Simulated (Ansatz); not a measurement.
HFSi (SMILES F[SiH]), singlet, geometry from GFN2-xTB; MP2/def2-SV(P) run with Ansatz (a program for electronic structure).

The Ansatz input:
Ansatz 0.2 input:
```yaml
crystal:
  periodic: [false, false, false]
  atoms:
    - {symbol: Si, position_ang: [-0.24845443, -0.32714290, 0.45770159]}
    - {symbol: H, position_ang: [-0.88585188, -1.16646728, -0.57945722]}
    - {symbol: F, position_ang: [0.48491266, 0.63849643, -0.64759612]}
basis:
  gaussian:
    orbitals: def2-SV_P_.json
magnetization: {spin_polarized: false}
correlation: {method: mp2}
```
The basis file holds def2-SV(P) in the JSON format of the Basis Set Exchange.

The log (banner, timings and long lists left out):

```
Functional definition: HF
326 factors; integrals over basis functions are off by at most 5.3e-4 eV
mean field evaluation 1: about -10577.6912 eV, gradient 2.5e1 eV
mean field evaluation 2: about -10577.6919 eV, gradient 2.5e1 eV
mean field evaluation 4: about -10578.9365 eV, gradient 1.3e0 eV
mean field evaluation 8: about -10578.9478 eV, gradient 5.3e-5 eV
mean field -10578.94775061 eV, -388.7691591665 hartree, gradient 8.8e-7 eV, S^2 0.000000; 0 other end points of the search recorded, 0 dependent functions left out; unrestricted orbitals would lower it
mean field evaluation 16: about -10578.9601 eV, gradient 2.0e-1 eV
6 core orbitals not correlated
reference -10578.94775061 eV, -388.7691591665 hartree; 6, 6 occupied and 22, 22 virtual orbitals, 326 factors
second order -7.04154392 eV of doubles, -0.00000000 eV of singles
Total energy: -10585.98929452 eV, -389.0279311324 hartree
```
